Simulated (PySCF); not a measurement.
Lowest singlet excitation (eV) of eight silicon and germanium compounds: TDA-PBE beside TDA-CAM-B3LYP, computed with PySCF for isolated molecules in the bases named; differences from unrounded values. The eight are the first of their class met in an unordered collection, after screening for sound electronic states; none was chosen by its value. Each molecule has one DFT geometry for both levels.

| molecule | basis | TDA-CAM-B3LYP |
|---|---|---|
| CH₁₀O₂Si₃, SMILES OC[Si](O)([SiH3])[SiH3] | def2-SVPD | 5.62 |
| C₂H₉NSi₃, SMILES [SiH3][Si@H]1CN=C[SiH2]1 | def2-SVPD | 4.04 |
| C₄H₈OSi, SMILES C#C[SiH2]CCO | def2-SVPD | 5.97 |
| C₂H₉NOSi₂, SMILES C[SiH2]/N=C\[SiH2]O | def2-SVPD | 3.22 |
| CH₁₁NOSi₃, SMILES O(C([SiH3])[SiH3])[SiH2]N | def2-SVPD | 6.68 |
| C2H7F2NSi, SMILES N[SiH2]CC(F)F | def2-SVPD | 6.39 |
| Si(Cl)3(OSiH3) (Cl3H3OSi2), SMILES Cl[Si](Cl)(Cl)O[SiH3] | def2-SVPD | 7.72 |
| H8N2Si2, SMILES [SiH3][SiH](N)N | def2-SVPD | 6.08 |

Question: Estimate the TDA-PBE values and say how TDA-PBE differs from TDA-CAM-B3LYP over the set. (An estimate is asked for; the answer gives what the named calculation found.)

Answer: 
| molecule | TDA-PBE | difference |
|---|---|---|
| CH₁₀O₂Si₃, SMILES OC[Si](O)([SiH3])[SiH3] | 4.52 | -1.10 |
| C₂H₉NSi₃, SMILES [SiH3][Si@H]1CN=C[SiH2]1 | 3.71 | -0.33 |
| C₄H₈OSi, SMILES C#C[SiH2]CCO | 5.50 | -0.46 |
| C₂H₉NOSi₂, SMILES C[SiH2]/N=C\[SiH2]O | 3.00 | -0.23 |
| CH₁₁NOSi₃, SMILES O(C([SiH3])[SiH3])[SiH2]N | 5.49 | -1.19 |
| C2H7F2NSi, SMILES N[SiH2]CC(F)F | 5.66 | -0.72 |
| Si(Cl)3(OSiH3) (Cl3H3OSi2), SMILES Cl[Si](Cl)(Cl)O[SiH3] | 6.45 | -1.27 |
| H8N2Si2, SMILES [SiH3][SiH](N)N | 5.23 | -0.85 |
TDA-PBE lies below TDA-CAM-B3LYP in 8 and above it in 0 of the eight; the mean signed difference is -0.77 and the largest -1.27 eV.
